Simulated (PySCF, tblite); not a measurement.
Isomers of C5H4FNO3, one GFN2-xTB conformer each. Single-point energies are computed at PBE0/pcSseg-1 (PySCF, gas phase, no added dispersion term), electronic only.

**Question.** Rank them by PBE0/pcSseg-1 energy, lowest first (kJ/mol).
A. `[CH3:1][O:2][C:3](=[O:4])[C@@:5]1([C:6]#[N:7])[O:8][C@H:9]1[F:10]` with C1–O2–C3–O4 0°, O2–C3–C5–C6 -152°
B. `[N:1]#[C:2][C@@:3]1([CH2:4][O:5][CH:6]=[O:7])[O:8][C@@H:9]1[F:10]` with C2–C3–C4–O5 42°, C3–C4–O5–C6 -94°, C4–O5–C6–O7 -1°

**Answer.** A (0.0), B (4.7).

Neighbours under 10 kJ/mol apart (COC(=O)[C@@]1(C#N)O[C@H]1F and N#C[C@@]1(COC=O)O[C@@H]1F) can change places with a better method, another conformer or zero-point energy. GFN2-xTB itself gives, in the same order: 0.0, 10.1. Both levels put the same isomer lowest.

**Question.** Which frontier levels, dipoles and rotational constants go with these structures?

**Answer.** 
```
                    SMILES  HOMO (eV, PBE0/pcSseg-1)  LUMO (eV)  dipole (D)       A, B, C (MHz)
COC(=O)[C@@]1(C#N)O[C@H]1F                     -8.91      -1.15        3.76   1833, 1220, 855.4
 N#C[C@@]1(COC=O)O[C@@H]1F                     -8.80      -0.55        2.71  2226, 976.1, 807.7
```

**Question.** What happens when harmonic zero-point energies from GFN2-xTB frequencies are added?

**Answer.** 
```tsv
SMILES	ZPE (kJ/mol)	electronic (kJ/mol)	with ZPE (kJ/mol)
COC(=O)[C@@]1(C#N)O[C@H]1F	229.8	0.0	0.0
N#C[C@@]1(COC=O)O[C@@H]1F	230.9	4.7	5.7
```

The zero-point energies span 1.1 kJ/mol. The order is unchanged.

**Question.** As an exercise, what shares would exp(−E/RT) give at 1000 K from these electronic energies alone (no entropy, no degeneracies)?

**Answer.** RT = 8.314 kJ/mol: COC(=O)[C@@]1(C#N)O[C@H]1F 63.8 %, N#C[C@@]1(COC=O)O[C@@H]1F 36.2 %.
